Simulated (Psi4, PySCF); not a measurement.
PySCF was given this input:
```python
from pyscf import gto, scf, dft

mol = gto.M(
    atom='''
C    -1.14762513    0.02603731    0.00494983
C     0.34331707   -0.39971770    0.11496049
N     1.35031630    0.27156055   -0.09560609
H    -1.65947905   -0.62089377   -0.72103085
H    -1.64071404   -0.11653138    0.97659776
H    -1.32617261    1.07858365   -0.30578618
''',
    basis='6-31g**',
    charge=-1,
    spin=1,
    verbose=3,
)

mf = dft.UKS(mol)
mf.xc = 'r2scan'
mf.grids.atom_grid = (99, 590)
mf.grids.prune = None
mf.kernel()
```

Problem. Convert this to an input for Psi4.

Solution. This is not unique; one that fits is 
```
memory 2 GB

molecule {
-1 2
C    -1.14762513    0.02603731    0.00494983
C     0.34331707   -0.39971770    0.11496049
N     1.35031630    0.27156055   -0.09560609
H    -1.65947905   -0.62089377   -0.72103085
H    -1.64071404   -0.11653138    0.97659776
H    -1.32617261    1.07858365   -0.30578618
}

set {
  basis 6-31g**
  reference uks
  scf_type pk
  puream true
  d_convergence 1e-8
  dft_radial_points 99
  dft_spherical_points 590
}

energy('r2scan')
print_variables()
```

Both were run: PySCF gave -132.590082 Eh and Psi4 -132.590074 Eh, 0.008 mEh apart.
